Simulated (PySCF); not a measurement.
C7H4F2.
SMILES: `C#C/C=C(\F)C#CCF`

The calculation used PBE0/pcSseg-1 in PySCF (dipole) on a GFN2-xTB geometry, gas phase.

Masses are those of the commonest isotopes; rigid-rotor values at the optimised geometry. 

What are A, B and C (MHz)?

Ia = 97.87, Ib = 872.82, Ic = 967.42 u·Å²; 505379 MHz·u·Å²/I gives A = 5164, B = 579.0, C = 522.4 MHz.

Classify the top.

A near-prolate asymmetric top: κ = (2 × 579.0 − 5164 − 522.4)/(5164 − 522.4) = -0.98.

Is it planar, by Δ = Ic − Ia − Ib?

Not planar: Δ = Ic − Ia − Ib = -3.27 u·Å². For a rigid frame Δ = −2 Σ m c², so Σ m c² = 1.64 u·Å² lies off the ab plane, practically all of it from hydrogen. The atom farthest from that plane is 0.90 Å away.

Which lines would a microwave search look for?

The dipole components are |μa| = 0.77 D, |μb| = 0.49 D, |μc| = 0.00 D; the mirror of this Cs structure is the ab plane, so μc vanishes by symmetry and there are no c-type lines. Intensities carry the squares of the components, which stand as 1.00 : 0.41 (a : b). Some lines, for components of 0.1 D or more:

```tsv
type	branch	J(Ka,Kc)	MHz	lower level (cm⁻¹)
a	Q	3(1,2) ← 3(1,3)	340	0.369
a	R	1(0,1) ← 0(0,0)	1101	0.000
a	R	2(1,2) ← 1(1,1)	2146	0.190
a	R	2(0,2) ← 1(0,1)	2202	0.037
a	R	2(1,1) ← 1(1,0)	2259	0.192
a	R	3(1,3) ← 2(1,2)	3219	0.261
a	R	3(2,2) ← 2(2,1)	3304	0.726
a	R	3(2,1) ← 2(2,0)	3306	0.726
a	R	3(1,2) ← 2(1,1)	3389	0.267
b	Q	1(1,0) ← 1(0,1)	4641	0.037
b	R	1(1,1) ← 0(0,0)	5686	0.000
b	R	2(1,2) ← 1(0,1)	6731	0.037
b	Q	3(2,1) ← 3(1,2)	13672	0.380
b	Q	2(2,0) ← 2(1,1)	13754	0.267
b	Q	2(2,1) ← 2(1,2)	13923	0.261
b	Q	3(2,2) ← 3(1,3)	14009	0.369
b	R	2(2,1) ← 1(1,0)	16013	0.192
b	R	2(2,0) ← 1(1,1)	16070	0.190
b	R	3(2,2) ← 2(1,1)	17058	0.267
b	R	3(2,1) ← 2(1,2)	17230	0.261
b	Q	3(3,0) ← 3(2,1)	23062	0.836
b	Q	3(3,1) ← 3(2,2)	23064	0.836
b	R	3(3,1) ← 2(2,0)	26368	0.726
b	R	3(3,0) ← 2(2,1)	26369	0.726
```

Estimate the classical rotational partition function at 25 K, 50 K and 100 K.

Point group Cs, symmetry number σ = 1; q = (√π/σ)·√((kT/h)³/(ABC)), k/h = 20836.6 MHz/K: 16900 at 25 K, 47700 at 50 K, 135000 at 100 K.

No frequency check. Zero-point vibration and centrifugal distortion are left out.
